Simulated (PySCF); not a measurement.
Species: sum formula SiN3H5Br, charge -1, multiplicity 1. It need not be the lowest isomer of its formula. Whether it binds its extra electron was not tested at this geometry. 
Geometry from a B3LYP-D3(BJ)/def2-TZVP (Ansatz) optimisation:
SMILES: [NH-][Si](N)(N)Br
```xyz
10

Si    -0.0027    -0.0450    -1.0757
Br     0.2027     0.0473     1.4567
N      1.3473    -0.4301    -1.8827
N     -0.8152     1.4922    -1.2958
N     -1.2336    -1.2807    -1.1318
H      2.0581     0.2740    -2.0334
H     -0.1896     2.2799    -1.1778
H     -1.5958     1.6259    -0.6633
H     -1.5229    -1.5991    -0.2172
H     -0.8953    -2.0762    -1.6592
```
Charge -1, spin multiplicity 1.

Dispersion corrections to the total energy (kcal/mol) from the dftd3 and dftd4 libraries through PySCF: D3(BJ) without and D4 with the three-body term, each with the damping fitted for the functional named.

```csv
functional,D3(BJ),D4
BP86,-10.34,-9.39
r2SCAN,(withheld),-1.64
B2PLYP,-5.31,-4.78
TPSSh,(withheld),-8.35
BHLYP,-8.87,-8.76
HF,-43.46,-22.34
HSE06,(withheld),-5.43
```

Q: Complete the blanks.

A: 
- r2SCAN, D3(BJ): -1.72
- TPSSh, D3(BJ): -7.20
- HSE06, D3(BJ): -4.36
